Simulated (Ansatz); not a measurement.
A nudged elastic band was laid between two geometries of CH8ClNSi2 (13 atoms, charge 0, multiplicity 1).

Level of theory: Ansatz 0.2.0, RKS r2SCAN-D4/def2-SVP.

```
movable images  : 5
climbing image  : yes
spring          : 5.0 eV/Å²
optimiser       : quadratic models (default)
start path      : through a guess of the saddle point
force threshold : 0.03 eV/Å
iteration limit : 60
end points      : relaxed
```

Initial state:

```xyz
13
Properties=species:S:1:pos:R:3
N -0.250 2.251 1.064
Si -0.747 0.785 0.278
C 0.789 -0.214 -0.167
Si 0.487 -1.944 -0.795
Cl -0.960 -1.896 -2.294
H 0.247 2.200 1.949
H -0.905 3.027 1.086
H -1.497 1.199 -0.941
H -1.635 -0.120 1.088
H 1.417 -0.309 0.741
H 1.382 0.358 -0.902
H 1.716 -2.548 -1.384
H -0.023 -2.824 0.293
```

Final state:

```xyz
13
Properties=species:S:1:pos:R:3
N -0.522 2.221 1.214
Si -0.786 0.762 0.321
C 0.775 -0.193 -0.190
Si 0.501 -1.928 -0.815
Cl -0.983 -1.919 -2.280
H -0.177 2.190 2.168
H -0.192 3.057 0.743
H -1.525 1.137 -0.917
H -1.599 -0.150 1.182
H 1.444 -0.271 0.689
H 1.321 0.389 -0.954
H 1.727 -2.511 -1.432
H 0.035 -2.818 0.286
```

Question: Which bonds break or form, and what moves?

Answer: No bond is made or broken. The height of N1 over the plane of its neighbours goes from -0.25 to 0.20 Å.

Question: What energy profile does the band end with?

Answer: The run converged. The highest image is number 3 of 0 to 6, 0.016 eV above the first end and 0.012 eV above the last; the last end lies 0.004 eV above the first. A vibrational analysis at the climbing image gives one clearly imaginary mode, 217i cm⁻¹: a first-order saddle point.

```json
{"image": "0", "path coordinate (Å)": "0.00", "energy (eV)": "0.000", "height of N1 over the plane of its neighbours (Å)": "-0.25"}
{"image": "1", "path coordinate (Å)": "0.24", "energy (eV)": "0.002", "height of N1 over the plane of its neighbours (Å)": "-0.24"}
{"image": "2", "path coordinate (Å)": "0.48", "energy (eV)": "0.009", "height of N1 over the plane of its neighbours (Å)": "-0.17"}
{"image": "3", "path coordinate (Å)": "0.72", "energy (eV)": "0.016", "height of N1 over the plane of its neighbours (Å)": "-0.03"}
{"image": "4", "path coordinate (Å)": "0.94", "energy (eV)": "0.010", "height of N1 over the plane of its neighbours (Å)": "0.14"}
{"image": "5", "path coordinate (Å)": "1.16", "energy (eV)": "0.005", "height of N1 over the plane of its neighbours (Å)": "0.20"}
{"image": "6", "path coordinate (Å)": "1.38", "energy (eV)": "0.004", "height of N1 over the plane of its neighbours (Å)": "0.20"}
```

Question: What is the geometry of the highest image?

Answer: 
```xyz
13
Properties=species:S:1:pos:R:3
N -0.367 2.228 1.162
Si -0.746 0.753 0.354
C 0.785 -0.229 -0.173
Si 0.481 -1.947 -0.830
Cl -0.953 -1.873 -2.341
H 0.009 2.296 2.099
H -0.567 3.134 0.758
H -1.532 1.135 -0.853
H -1.551 -0.162 1.228
H 1.447 -0.335 0.709
H 1.348 0.360 -0.919
H 1.711 -2.552 -1.418
H -0.044 -2.843 0.239
```

Question: What are the harmonic wavenumbers there?

Answer: 217i, 34, 70, 120, 163, 202, 288, 457, 517, 522, 601, 661, 703, 750, 788, 859, 871, 892, 906, 933, 958, 1009, 1065, 1363, 1533, 2186, 2230, 2237, 2245, 3026, 3100, 3615, 3720 cm⁻¹.

The band took 26 iterations and of the order of 11 core-minutes.

Run time: 5.9 min on 2 threads of Intel(R) Xeon(R) Platinum 8488C (Sapphire Rapids), with other jobs on the host, peak memory 0.22 GiB.
